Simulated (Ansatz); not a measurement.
Cartesian coordinates in Å:
```
C 0.868 0.407 -0.274
S -0.745 0.942 -0.897
Sn -2.525 -0.359 0.077
Br -1.186 -1.920 1.569
H 0.768 -0.429 0.417
H 1.338 1.249 0.233
H 1.481 0.109 -1.125
```

Total charge 0; spin multiplicity 1. Sn takes the def2 core potential.

Task: List the PBE0/def2-TZVPP orbital energies in eV (the Gaussian-basis code of Ansatz). (An estimate is asked.)

Result: Ansatz gave: Occupied: -13149.65, -2422.40, -1704.55, -1535.09, -1535.05, -1535.04, -278.95, -238.37, -217.71, -178.69, -178.58, -178.54, -161.53, -161.43, -161.40, -140.71, -95.42, -95.30, -95.18, -72.19, -72.16, -72.14, -72.05, -72.05, -29.12, -29.06, -28.96, -28.96, -28.85, -21.74, -20.88, -17.73, -13.18, -12.14, -12.00, -10.54, -8.49, -8.48, -8.35, -7.26, -7.19. Lowest empty: -2.64, -1.13, -0.21, 1.39, 2.26, 2.55, 2.59, 2.73.
